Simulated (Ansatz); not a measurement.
One change: `CC[Se][Hf]([Cl])([Cl])[Cl]` becomes `[Cl][Hf]([Cl])([Cl])[I]`.

Ansatz, PBE0-D4/def2-TZVP geometries, multiplicity 1. Each molecule was computed in one conformer, which needn't be the lowest.

Elements past krypton have def2 core potentials. Scalar relativity is left out up to krypton.

```
                                                                                  property  `CC[Se][Hf]([Cl])([Cl])[Cl]`
                                          size of the dipole moment (B3LYP/def2-TZVPP) / D                          2.14
                                            size of the dipole moment (PBE/def2-TZVPP) / D                          2.16
                                                     HOMO–LUMO gap (B3LYP/def2-TZVPP) / eV                          4.84
ideal-gas entropy at 298 K and 1 bar (rigid rotor, harmonic PBE0-D4/def2-TZVP) / J/(mol·K)                           486
                                                   HOMO–LUMO gap (ωB97M-V/def2-TZVPP) / eV                          9.37
                                                     HOMO energy (ωB97M-V/def2-TZVPP) / eV                         -9.41
```

Q: What does the change do to each property? (An estimate is asked.)

A: Ansatz gave: 
| property | `[Cl][Hf]([Cl])([Cl])[I]` | shift |
| --- | --- | --- |
| size of the dipole moment (B3LYP/def2-TZVPP) / D | 0.33 | -1.81 |
| size of the dipole moment (PBE/def2-TZVPP) / D | 0.36 | -1.80 |
| HOMO–LUMO gap (B3LYP/def2-TZVPP) / eV | 5.68 | 0.84 |
| ideal-gas entropy at 298 K and 1 bar (rigid rotor, harmonic PBE0-D4/def2-TZVP) / J/(mol·K) | 406 | -80 |
| HOMO–LUMO gap (ωB97M-V/def2-TZVPP) / eV | 10.21 | 0.84 |
| HOMO energy (ωB97M-V/def2-TZVPP) / eV | -10.46 | -1.05 |

With PBE0 the HOMO falls by 1.07 eV and the LUMO falls by 0.21 eV, so the gap widens by about 0.86 eV. PBE moves the HOMO by -1.03 eV and ωB97M-V by -1.05 eV. The zero-point energy changes by -173.3 kJ/mol with -21 modes. Dipoles are sizes alone; their direction can turn. Modes under 60 cm⁻¹, often nearly free rotors, make the harmonic entropy too high.

B3LYP here is the variant with VWN-RPA as its local correlation; programs differ in this.

Spin–orbit coupling is left out; it splits and shifts lone-pair levels of the heavy atoms by tenths of an eV.
